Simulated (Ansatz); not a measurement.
`C[Te]CO` + H₂ → dimethyl telluride + H₂O at 500 K and 1 bar (hydrogenolysis of a C–O bond).

Isolated molecules relaxed with PBE0-D4/def2-TZVP in Ansatz; ΔE leaves out vibrations. CBS: MP2 limit from def2 TZ/QZ plus the TZ coupled-cluster correction, frozen cores. This one scheme is used for every species. def2 core potentials past Kr. For Te outer-core shells are correlated without core-valence functions, which leaves a few kJ/mol of doubt a bond. Each species was taken in one conformer, which may not be the lowest.

```tsv
species	CCSD(T)/CBS energy (Eh)	H − E (kJ/mol)	S (J/(mol·K))
`C[Te]CO`	-422.60075	248.7	400.1
H₂	-1.17544	41.0	145.5
`C[Te]C`	-347.43957	227.9	362.4
H₂O	-76.37941	73.2	206.3
```

H − E and S are ideal-gas, rigid-rotor, harmonic terms from PBE0-D4/def2-TZVP, for one conformer and one mirror image of each species. For small species the MP2-based limit differs from directly extrapolated CCSD(T) by up to some mEh (0.8 for H₂); such offsets cancel only in part. 1 Eh = 2625.50 kJ/mol, R = 8.31446 J/(mol·K).

Q: By hand: ΔE, ΔH, ΔS and ΔG.

A: ΔE = (-347.43957) + (-76.37941) − (-422.60075) − (-1.17544) = -0.04279 Eh = -112.3 kJ/mol. Δ(H − E) = 227.9 + 73.2 − 248.7 − 41.0 = 11.4, so ΔH = -100.9 kJ/mol. ΔS = 362.4 + 206.3 − 400.1 − 145.5 = 23.1 J/(mol·K). ΔG = -100.9 − 500 × (23.1)/1000 = -112.5 kJ/mol.

Q: By hand: the equilibrium constant, and the temperature at which ΔG would vanish if ΔH and ΔS stayed fixed.

A: log₁₀ K = −ΔG/(RT ln 10) = 11.8. ΔH and −TΔS have one sign here, so there is no such temperature.

ΔH outweighs TΔS. A doubt of 5 kJ/mol in ΔE shifts log₁₀ K by 0.5 here. Other conformers and mirror images would add mixing entropy, several J/(mol·K) or more a flexible species. These are equilibria of isolated gas molecules and say nothing of rates. Largest T1 diagnostic: 0.011 (customary marks: 0.02 for closed shells, 0.045 for open ones).
